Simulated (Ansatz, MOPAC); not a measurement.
Species: CH$_{5}$O$_{3}$Si, net charge 0, doublet state. SMILES: C[Si]([O])(O)O

Atoms: C1, Si2, O3, O4, O5, H6, H7, H8, H9, H10. Bonds: C1-Si2, C1-H6, C1-H7, C1-H8, Si2-O3, Si2-O4, Si2-O5, O4-H9, O5-H10.

Bond lengths (Å) and angles (degrees) optimised at PM3 with MOPAC; PM7 with MOPAC; HF/STO-3G with Ansatz (an electronic-structure program); B3LYP/LANL2DZ with Ansatz; B3LYP/6-31G* with Ansatz; MP2/6-31G* with Ansatz, each started from the B3LYP-D3(BJ)/def2-TZVP structure (Ansatz) of the last column. A row stands for all coordinates that are equal there; 11 of 22 kinds are shown. 6-31G* holds six Cartesian d functions. No wavenumbers were computed at HF/STO-3G, B3LYP/LANL2DZ, MP2/6-31G*, so these may be saddle points.

```tsv
coordinate	PM3	PM7	HF/STO-3G	B3LYP/LANL2DZ	B3LYP/6-31G*	MP2/6-31G*	B3LYP-D3(BJ)/def2-TZVP
C1-Si2	1.891	1.913	1.851	1.861	1.869	1.854	1.859
C1-H6	1.094	1.107	1.082	1.096	1.097	1.093	1.093
C1-H7	1.093	1.103	1.082	1.095	1.094	1.092	1.089
C1-H8	1.093	1.108	1.082	1.095	1.094	1.093	1.090
Si2-O3	1.674	1.529	1.710	1.758	1.680	1.701	1.665
Si2-O4	1.689	1.591	1.666	1.688	1.662	1.663	1.646
Si2-O5	1.689	1.582	1.662	1.669	1.649	1.651	1.634
O4-H9	0.943	0.953 to 0.962	0.983	0.969	0.968	0.970	0.961
C1-Si2-O3	110.3	87.6	107.3	107.8	103.3	104.3	102.5
C1-Si2-O4	109.2	113.8	114.7	116.8	117.3	117.9	116.7
C1-Si2-O5	108.9	107.0	109.6	107.7	107.5	107.8	108.1
```

A range marks coordinates that this level makes unequal.

Mean signed difference of all 9 bond lengths from B3LYP-D3(BJ)/def2-TZVP: PM3 0.012 Å, PM7 -0.016 Å, HF/STO-3G 0.011 Å, B3LYP/LANL2DZ 0.022 Å, B3LYP/6-31G* 0.009 Å, MP2/6-31G* 0.010 Å.
